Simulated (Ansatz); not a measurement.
Ansatz (a quantum-chemistry and plane-wave program) input:

Ansatz 0.2 input:
```yaml
crystal:
  periodic: [false, false, false]
  atoms:
    - {symbol: C, position_ang: [1.86892610, -0.54281762, 0.05163644]}
    - {symbol: O, position_ang: [0.68902806, -0.32942588, 0.67359779]}
    - {symbol: B, position_ang: [-0.45730178, 0.11720212, 0.00564524]}
    - {symbol: N, position_ang: [-0.52933913, 0.08431810, -1.40882436]}
    - {symbol: N, position_ang: [-1.50049312, 0.59412160, 0.83252440]}
    - {symbol: H, position_ang: [2.12978616, 0.07675184, -0.79863135]}
    - {symbol: H, position_ang: [2.63062802, -1.00118328, 0.66424089]}
    - {symbol: H, position_ang: [-1.34093688, 0.37428913, -1.92340720]}
    - {symbol: H, position_ang: [0.14471576, -0.41457577, -1.96173137]}
    - {symbol: H, position_ang: [-2.40323754, 0.87471260, 0.49751961]}
    - {symbol: H, position_ang: [-1.39140212, 0.64722982, 1.82928198]}
basis:
  gaussian:
    orbitals: def2-TZVPD
hamiltonian:
  xc: {name: B2GP-PLYP}
magnetization: {spin_polarized: true, initial_magnetization: 1}
correlation: {electrons: outside_noble_gas}
```

Question: What final total energy does it print?

Answer: -251.21930 Eh (B2GP-PLYP/def2-TZVPD). The basis has 242 functions.

It need not be the lowest isomer of its formula.
